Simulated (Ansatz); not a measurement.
# Ligand exchange: BH2(CH3) + C2H5I → BH2I + C3H8

Species: BH2(CH3), singlet; C2H5I (iodoethane) `CCI`, singlet; BH2I `BI`, singlet; C3H8 (propane) `CCC`, singlet. The partners trade CH3 for I: B–CH3 and C–I bonds give way to B–I and C–CH3.

Shapes, held fixed at every level: PBE0-D4/def2-TZVP. Programs: Ansatz 0.2.0. The zero-point and thermal change to 298 K, harmonic and unscaled (PBE0-D4/def2-TZVP), is +5.1 kJ/mol.

```json
{"level": "HF/def2-SVP", "kind": "Hartree–Fock", "ΔH(298 K) (kJ/mol)": "-71.9", "less CCSD(T)/def2-TZVPP": "-7.0"}
{"level": "B3LYP-D4/def2-TZVPP", "kind": "global hybrid", "ΔH(298 K) (kJ/mol)": "-56.7", "less CCSD(T)/def2-TZVPP": "+8.2"}
{"level": "BHLYP-D4/def2-TZVPP", "kind": "global hybrid", "ΔH(298 K) (kJ/mol)": "-59.1", "less CCSD(T)/def2-TZVPP": "+5.8"}
{"level": "PBE0-D4/def2-TZVPP", "kind": "global hybrid", "ΔH(298 K) (kJ/mol)": "-62.2", "less CCSD(T)/def2-TZVPP": "+2.7"}
{"level": "wB97X-V/def2-TZVPP", "kind": "range-separated hybrid", "ΔH(298 K) (kJ/mol)": "-60.1", "less CCSD(T)/def2-TZVPP": "+4.8"}
{"level": "MP2/def2-SVP", "kind": "perturbation theory", "ΔH(298 K) (kJ/mol)": "-78.2", "less CCSD(T)/def2-TZVPP": "-13.3"}
{"level": "CCSD/def2-TZVPP", "kind": "coupled cluster or CI", "ΔH(298 K) (kJ/mol)": "-64.7", "less CCSD(T)/def2-TZVPP": "+0.2"}
{"level": "CCSD(T)/def2-TZVPP", "kind": "coupled cluster or CI", "ΔH(298 K) (kJ/mol)": "-64.9", "less CCSD(T)/def2-TZVPP": "0.0"}
```

The highest level, CCSD(T)/def2-TZVPP, gives ΔH(298 K) = -64.9 kJ/mol; the levels span -78.2 to -56.7. The column of differences is taken from that level and isn't an error. No measured value is set beside it here. For atoms past krypton def2 sets carry core potentials with scalar relativity. Correlated rows may include outer-core shells of I, which these sets cover unevenly.
